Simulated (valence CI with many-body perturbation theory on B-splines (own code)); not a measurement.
# Sm⁵⁵⁺: calculated level list

Method: valence CI with perturbative core correlation (CI+MBPT): five valence electrons over a frozen Dirac-Fock core [He], radial functions for each j: 11 s, 11 p, 10 d, 8 f, 5 g, 2 h, with the one-electron correlation potential Σ1 (screened to all orders), the two-electron term Σ2, the three-electron term Σ3, Breit, model QED; selected single and double excitations, second order for the rest, scaled by the run's own slope (own B-spline code, finite nucleus).

The last digits are not significant, and no measured levels were compared; by estimate large intervals hold to a few tenths of a per cent, small ones and those within an open d or f shell to about a per cent. Among the levels kept, up to 7200 cm⁻¹ of a level comes from second order outside the variational space, and about a tenth of that is noise between levels of different J, which matters for small intervals.

Levels 181 to 201 of 201, with energies above the lowest level, (2s^2 2p1/2^2 2p3/2) J=3/2. "Leading %" is the weight of the configuration and term that name the level; weights of strongly mixed levels are sums over their largest components and can fall short. In the jj column 3d3/2^4 stands for four electrons in 3d with j = 3/2. Lifetimes count E1, E2, E3, M1 and M2 decay at the calculated energies, and are blank where another channel may lead or the interval is too uncertain; long ones can be off by a factor of two.

```csv
No.,Configuration,Term,J,E (× 10³ cm⁻¹),Leading %,g,Lifetime,Second component,Leading jj
181,2s2p³3d,⁴D°,5/2,65222,38,1.245,3.10 fs,19 % 2s2p³3d ²D°,2s 2p1/2 2p3/2^2 3d5/2 (98 %)
182,2p⁴3p,²P°,1/2,65247,42,0.644,25.4 fs,13 % 2p⁴3p ⁴D°,2p1/2^2 2p3/2^2 3p1/2 (66 %)
183,2s2p³3d,²G°,9/2,65268,81,1.126,159 fs,12 % 2s2p³3d ⁴G°,2s 2p1/2 2p3/2^2 3d5/2 (99 %)
184,2s2p³3d,²F°,7/2,65294,55,1.173,25.5 fs,9 % 2s2p³3d ⁴D°,2s 2p1/2 2p3/2^2 3d5/2 (99 %)
185,2s2p³3d,²F°,7/2,65328,49,1.189,1.33 fs,25 % 2s2p³3d ⁴F°,2s 2p1/2 2p3/2^2 3d5/2 (98 %)
186,2s2p³3d,²D°,3/2,65341,46,1.020,1.22 fs,18 % 2s2p³3d ²P°,2s 2p1/2 2p3/2^2 3d5/2 (93 %)
187,2s2p³3d,²F°,5/2,65373,38,1.105,3.89 fs,38 % 2s2p³3d ²D°,2s 2p1/2 2p3/2^2 3d5/2 (98 %)
188,2s2p³3d,²D°,3/2,65386,38,1.137,9.12 fs,32 % 2s2p³3d ²P°,2s 2p1/2 2p3/2^2 3d5/2 (97 %)
189,2s2p³3d,²S°,1/2,65399,47,1.316,1.13 fs,30 % 2s2p³3d ²P°,2s 2p1/2 2p3/2^2 3d5/2 (94 %)
190,2s2p³3d,²P°,3/2,65463,39,1.192,757 as,27 % 2s2p³3d ²D°,2s 2p1/2 2p3/2^2 3d5/2 (95 %)
191,2s2p³3d,²D°,5/2,65486,42,1.055,823 as,35 % 2s2p³3d ²F°,2s 2p1/2 2p3/2^2 3d5/2 (95 %)
192,2p⁴3p,²D°,5/2,66206,49,1.319,5.33 fs,40 % 2p⁴3p ⁴P°,2p1/2^2 2p3/2^2 3p3/2 (98 %)
193,2p⁴3p,⁴D°,7/2,66207,68,1.321,5.63 fs,30 % 2p⁴3p ²F°,2p1/2^2 2p3/2^2 3p3/2 (98 %)
194,2p⁴3p,²P°,1/2,66217,49,1.296,4.94 fs,38 % 2p⁴3p ²S°,2p1/2^2 2p3/2^2 3p3/2 (98 %)
195,2p⁴3p,²P°,3/2,66524,45,1.319,5.38 fs,29 % 2p⁴3p ²D°,2p1/2^2 2p3/2^2 3p3/2 (98 %)
196,2p⁴3p,²P°,3/2,66713,66,1.319,5.19 fs,14 % 2p⁴3p ⁴D°,2p1/2^2 2p3/2^2 3p3/2 (98 %)
197,2s2p³3s,⁴P°,5/2,66820,51,1.535,40.4 fs,16 % 2s2p³3s ⁶S°,2s 2p3/2^3 3s (99 %)
198,2p⁴3d,⁴D,3/2,66874,32,1.185,53.6 fs,23 % 2p⁴3d ⁴P,2p1/2^2 2p3/2^2 3d3/2 (99 %)
199,2p⁴3d,⁴D,5/2,66888,37,1.173,34.0 fs,19 % 2p⁴3d ²F,2p1/2^2 2p3/2^2 3d3/2 (96 %)
200,2p⁴3d,²F,7/2,66900,36,1.101,92.9 fs,29 % 2p⁴3d ⁴F,2p1/2^2 2p3/2^2 3d3/2 (99 %)
201,2p⁴3d,⁴P,1/2,66916,48,1.614,7.04 fs,23 % 2p⁴3d ²P,2p1/2^2 2p3/2^2 3d3/2 (96 %)
```
